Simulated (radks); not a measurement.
Task: Excited configurations of Cs42+: one electron is placed in a higher orbital outside [Ne] 3s2. The ground configuration is [Ne] 3s2 3p1. All-electron calculation, non-relativistic Kohn-Sham, LDA (Slater exchange, Perdew-Wang correlation), spin-unpolarised, spherical densities, point nucleus; relativity is left out, which matters for an element this heavy. Program: a radial shooting solver on a logarithmic mesh with Libxc functionals. Excitation = E - E(ground); binding = E(ion) - E, where the ion is the core of charge +43; n* = 43/sqrt(2 binding) in atomic units, and the quantum defect is n - n*.

| outer orbital | excitation (eV) | binding (eV) | n* | quantum defect | eigenvalue (eV) | <r> (bohr) |
|---|---|---|---|---|---|---|
| 3d | 141.80 | 2956.8 | 2.917 | 0.083 | -2906.3 | 0.2289 |
| 4s | 1369.6 | 1729.0 | 3.814 | 0.186 | -1708.9 | 0.5088 |
| 4d | 1463.7 | 1634.9 | 3.923 | 0.077 | -1612.3 | 0.4674 |
| 4f | 1501.9 | 1596.7 | 3.969 | 0.031 | -1569.7 | 0.4086 |
| 5p | 2033.7 | 1064.9 | 4.860 | 0.140 | -1052.8 | 0.8023 |
| 5d | 2060.5 | 1038.1 | 4.923 | 0.077 | -1025.5 | 0.7763 |
| 5f | 2079.1 | 1019.4 | 4.968 | 0.032 | -1005.8 | 0.7211 |
| 6p | 2366.2 | 732.41 | 5.861 | 0.139 | -724.49 | 1.176 |
| 6f | 2391.6 | 706.96 | 5.965 | 0.035 | -698.37 | 1.102 |
| 7d | 2573.3 | 525.24 | 6.921 | 0.079 | -519.54 | 1.602 |

Estimate the row for 5s.

Result: excitation (eV) 2013.8; binding (eV) 1084.8; n* 4.816; quantum defect 0.184; eigenvalue (eV) -1072.9; <r> (bohr) 0.8100. The Delta-SCF ionisation energy is 3098.6 eV (NIST Atomic Spectra Database: 3214 eV, theoretical). Self-interaction in the functional shifts the binding energies and quantum defects, so they are the method's values and not measured ones. Relativity is left out here, which matters for elements this heavy. Spin polarisation and multiplet splitting are left out, so open shells lie too high by an amount that depends on their filling.

Beside tabulated values, note that spin-unpolarised runs miss the spin-polarisation part of the exchange energy of open shells.
